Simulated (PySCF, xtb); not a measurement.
In(H)(Et)(OH) (C₂H₇InO), SMILES C[CH2][InH][OH]. One conformer was computed; it need not be the lowest.

Harmonic wavenumbers (cm⁻¹) from GFN2-xTB run with xtb at its own minimum, in rising order: 50, 94, 205, 213, 241, 332, 361, 394, 457, 585, 628, 910, 964, 1056, 1148, 1210, 1399, 1441, 1478, 1481, 1485, 2959, 2961, 2973, 2979, 2986, 3661.

**Question.** What does PBE-D3(BJ)/def2-SVP (PySCF) give at its own minimum? (Estimate from the structure and the level; the computed values follow.)

**Answer.** 55, 85, 197, 235, 308, 436, 443, 457, 559, 612, 769, 905, 931, 1023, 1135, 1198, 1345, 1386, 1421, 1426, 1742, 2953, 2988, 3027, 3034, 3052, 3709. Paired by order, the mean absolute difference is 54 cm⁻¹ and the zero-point energies are 49.5 and 50.7 kcal/mol.
